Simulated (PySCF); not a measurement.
Isomers of C5H14Si2, one GFN2-xTB conformer each. Single-point energies are computed at PBE0/pcSseg-1 (PySCF, gas phase, no added dispersion term), electronic only.

| SMILES | GFN2-xTB relative energy (kcal/mol) |
| --- | --- |
| C=C(C)[SiH2]CC[SiH3] | 3.1 |
| CC[Si]1(C)C[SiH2]C1 | 7.2 |
| CC(C)/C=C/[SiH2][SiH3] | 0.0 |
| CC(C)[SiH2]/C=C/[SiH3] | 4.3 |
| C=C[SiH2][Si@@H](C)CC | 17.4 |
| C=CC[SiH2]C[SiH2]C | 7.0 |

Conformers: `[CH2:1]=[C:2]([CH3:3])[SiH2:4][CH2:5][CH2:6][SiH3:7]` with C1–C2–Si4–C5 -9°, C2–Si4–C5–C6 -69°, Si4–C5–C6–Si7 177°; `[CH3:1][CH2:2][Si:3]1([CH3:4])[CH2:5][SiH2:6][CH2:7]1` with C1–C2–Si3–C4 179°; `[CH3:1][CH:2]([CH3:3])/[CH:4]=[CH:5]/[SiH2:6][SiH3:7]` with C1–C2–C4–C5 120°, C4–C5–Si6–Si7 112°; `[CH3:1][CH:2]([CH3:3])[SiH2:4]/[CH:5]=[CH:6]/[SiH3:7]` with C1–C2–Si4–C5 -58°, C2–Si4–C5–C6 121°; `[CH2:1]=[CH:2][SiH2:3][Si@@H:4]([CH3:5])[CH2:6][CH3:7]` with C1–C2–Si3–Si4 -110°, C2–Si3–Si4–C5 89°, Si3–Si4–C6–C7 -56°; `[CH2:1]=[CH:2][CH2:3][SiH2:4][CH2:5][SiH2:6][CH3:7]` with C1–C2–C3–Si4 101°, C2–C3–Si4–C5 55°, C3–Si4–C5–Si6 57°, Si4–C5–Si6–C7 173°.

Problem. What does PBE0/pcSseg-1 give for the same structures?

Solution. 
```csv
SMILES,PBE0/pcSseg-1 E (Eh),PBE0/pcSseg-1 (kcal/mol),GFN2-xTB (kcal/mol),point group
CC[Si]1(C)C[SiH2]C1,-777.43298,0.0,7.2,near Cs
C=CC[SiH2]C[SiH2]C,-777.39888,21.4,7.0,C1
C=C[SiH2][Si@@H](C)CC,-777.39153,26.0,17.4,C1
CC(C)/C=C/[SiH2][SiH3],-777.37738,34.9,0.0,C1
C=C(C)[SiH2]CC[SiH3],-777.37597,35.8,3.1,C1
CC(C)[SiH2]/C=C/[SiH3],-777.37495,36.4,4.3,C1
```

GFN2-xTB puts CC(C)/C=C/[SiH2][SiH3] lowest instead; measured from each level's own lowest isomer, the values differ by up to 34.9 kcal/mol (CC(C)/C=C/[SiH2][SiH3]: 0.0 against 34.9). As drawn, the lowest has a four-membered ring, which the highest lacks; the highest has a C=C bond outside aromatic rings, which the lowest lacks. Neighbours under 2.5 kcal/mol apart (CC(C)/C=C/[SiH2][SiH3] and C=C(C)[SiH2]CC[SiH3]; C=C(C)[SiH2]CC[SiH3] and CC(C)[SiH2]/C=C/[SiH3]) can change places with a better method, another conformer or zero-point energy.

Problem. Which frontier levels, dipoles and rotational constants go with these structures?

Solution. 
| SMILES | HOMO (eV, PBE0/pcSseg-1) | LUMO (eV) | dipole (D) | A, B, C (MHz) |
| --- | --- | --- | --- | --- |
| CC[Si]1(C)C[SiH2]C1 | -7.44 | 0.56 | 0.87 | 2019, 1457, 1073 |
| C=CC[SiH2]C[SiH2]C | -7.05 | 0.27 | 0.86 | 2851, 788.8, 698.7 |
| C=C[SiH2][Si@@H](C)CC | -7.42 | -0.29 | 0.57 | 2869, 855.9, 754.2 |
| CC(C)/C=C/[SiH2][SiH3] | -7.39 | -0.27 | 1.27 | 3815, 603.0, 545.7 |
| C=C(C)[SiH2]CC[SiH3] | -7.55 | -0.07 | 0.62 | 3682, 693.0, 622.9 |
| CC(C)[SiH2]/C=C/[SiH3] | -7.69 | -0.70 | 0.61 | 4274, 620.7, 569.7 |
